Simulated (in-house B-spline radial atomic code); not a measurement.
RPA and G0W0 for B2+, [He] 2s1, highest spin, as one setting changes: the share of exact exchange in the PBE hybrid start. A dash marks a level of low quasi-particle weight. Computed with an all-electron radial atomic-structure program (B-spline basis): all electrons, non-relativistic, point nucleus, each spin shell either full or empty, empty states to l = 9 with an (l + 1/2)⁻⁴ tail; G0W0 by contour deformation at full frequency.

RPA overbinds a lone outer s electron by self-correlation, and G0W0 tends to as well.

```tsv
share of exact exchange in the PBE hybrid start	mean-field level (eV)	G0W0 level (eV)	RPA correlation (Eh)
0	-32.66	2s up -38.94	-0.13232
0.1	?	?	?
0.2	-33.78	2s up -38.89	-0.12345
0.3	-34.33	2s up -38.86	-0.12006
0.4	-34.89	2s up -38.84	-0.1171
0.5	?	?	?
0.6	-36.01	2s up -38.78	-0.11214
0.7	-36.56	2s up -38.76	-0.11001
0.8	-37.12	2s up -38.73	-0.10805
0.9	-37.67	2s up -38.71	-0.10624
1	-38.23	2s up -38.69	-0.10454
```

(1) What belongs in the row for 0.5?

(2) What belongs in the row for 0.1?

Results:

(1) mean-field level (eV): -35.45; G0W0 level (eV): 2s up -38.81; RPA correlation (Eh): -0.11449.

(2) mean-field level (eV): -33.22; G0W0 level (eV): 2s up -38.92; RPA correlation (Eh): -0.12746.
